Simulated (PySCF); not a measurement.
# VBr4: what the settings change

The complex VBr4 (charge 0) contains V(IV), shell d1. The structure is a PBE0-D3(BJ)/def2-SVP geometry optimised for multiplicity 2; coordination tetrahedral, point group D2d, metal–donor distances 2.27 Å.

The d shell alone is too small an active space for VBr4 (charge transfer from the heavy halide to so highly charged an ion is left out): its levels, fitted parameters, g values and moments show what this model gives and aren't sound predictions.

```
5

V     0.0000    0.0000    0.0000
Br    1.2810    1.3224    1.3224
Br    1.2810   -1.3224   -1.3224
Br   -1.2810   -1.3224    1.3224
Br   -1.2810    1.3224   -1.3224
```

Method (PySCF 2.14, density fitting): CASSCF(1,5) with orbitals averaged over all microstates of the shell, strongly contracted NEVPT2 on the averaged canonical orbitals; basis x2c-TZVPall on the metal, x2c-SVPall elsewhere; spin-free X2C; gas phase; spin-orbit coupling by state interaction with the mean-field operator over all roots.

Base run: NEVPT2 ground state 2A1 (from 2E), next 2B1 (from 2E) at 204, then 2E (from 2T2) at 9366 cm⁻¹, 10Dq(NEVPT2) 9546, ζ 33 cm⁻¹, g 1.946 1.946 2.002, μeff(300 K) 1.75 μB.

Q: What happens with the basis x2c-TZVPall on all atoms?

A: NEVPT2 ground state 2A1 (from 2E), next 2B1 (from 2E) at 206, then 2E (from 2T2) at 9190 cm⁻¹, 10Dq(NEVPT2) 9365, ζ 38 cm⁻¹, g 1.944 1.944 2.002, μeff(300 K) 1.75 μB. It took 47 s against 25 s on a shared host of the same kind.

Charge-transfer states lie outside this active space and may come lower than some of these levels. 2B1 (from 2E) (204 cm⁻¹) lies within 300 cm⁻¹ of 2A1 (from 2E) at NEVPT2 level, inside the method's error: they are parts of one split term, whose order is undecided, and g values and low-temperature moments can hang on it. NEVPT2 lifts 2E (from 2T2) from 7696 to 9366 cm⁻¹; on the d shell alone such lifts tend to overshoot. NEVPT2 on the d shell alone tends to put d–d bands too high for such charged or covalently bound ions.
